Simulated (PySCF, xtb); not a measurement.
CH₅ClO₃Si, SMILES [Si](OC)(Cl)(O)O.

GFN2-xTB (xtb) at its own geometry gives an orbital gap of 8.62 eV and a dipole moment of 1.51 D.

Coordinates come from a B3LYP-D3(BJ)/def2-SVP optimisation. One conformer was computed; it need not be the lowest.

Task: What does PBE/def2-TZVP run with PySCF give? (The exact figures need the calculation; the answer reports its results.)

Result: gap 6.53 eV (levels -7.04 and -0.51 eV), dipole 0.34 D.
